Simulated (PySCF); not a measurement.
Gas-phase reaction: 2 GeH2 + 2 HCl = Ge2H6 + 2 Cl

Energies from PySCF, thermal terms from the rigid-rotor harmonic-oscillator model, ideal gas at 1 bar. † marks an energy on the PBE0/def2-TZVP geometry and frequencies; other levels use their own. 6-31G* has spherical d functions here. Open shells (unrestricted): Cl (multiplicity 2); the rest are closed-shell singlets. Spin-orbit splitting is ignored; it lowers the true energy and changes the entropy of Cl. B3LYP is the form with VWN-RPA correlation. Ge: all electrons, no relativistic terms. GeH2: computed as isolated molecules; such fragments, hydroxides, amides, oligomers or adducts are transient or little studied in the gas.

```csv
level,"ΔH°(298 K), kJ"
B3LYP/6-31G*,56
B3LYP/def2-TZVP†,83
BLYP/def2-TZVP†,…
LDA/def2-TZVP†,…
ωB97M-V/def2-TZVP†,…
ωB97X-V/def2-TZVP†,49
```

Complete the blanks.


- BLYP/def2-TZVP†, ΔH°(298 K), kJ: 111
- LDA/def2-TZVP†, ΔH°(298 K), kJ: 84
- ωB97M-V/def2-TZVP†, ΔH°(298 K), kJ: 83
